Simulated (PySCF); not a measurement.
# Pt⁺ (platinum, charge +1): UHF calculation

Configuration: [Xe] 4f14 5d9, 2D determinant. All numbers are calculated (PySCF 2.14, scalar relativity through the core potential, in cc-pVTZ-PP with ECP60MDF (5s5p4d2f1g, 63 functions)).

* Total energy: -118.237487 hartree
* One-electron energy: -203.3688 hartree
* Hartree (Coulomb) energy: 95.8341 hartree
* Exchange energy: -10.7028 hartree
* ⟨S²⟩: 0.9128
* ⟨L²⟩: 6.548
* Sum of ⟨r⟩: 23.61 bohr
* Sum of ⟨r²⟩: 39.31 bohr²
* Traceless quadrupole moment −½Σ⟨3z² − r²⟩ along its main axis: -0.578 e·bohr²
* Time after the integrals: 0.74 s of wall time on 1 thread of Neoverse-N1 (shared host)

```
shell  electrons  mean orbital energy (hartree)  spread (hartree)  rms radius, mean of both spins (bohr)
 5s α          1                       -4.72338                 0                                   1.04
 5s β          1                       -4.66988                 0                                   1.04
 5p α          3                       -2.90237           0.05372                                   1.20
 5p β          3                       -2.82816           0.04179                                   1.20
 5d α          5                       -0.73961           0.07671                                   1.78
 5d β          4                       -0.70582           0.03178                                   1.78
```

Energies and moments cover only the electrons outside the core potential. Spin-orbit coupling, absent here, splits the open shell strongly. ⟨S²⟩ = 0.91 against 0.75 shows spin contamination.
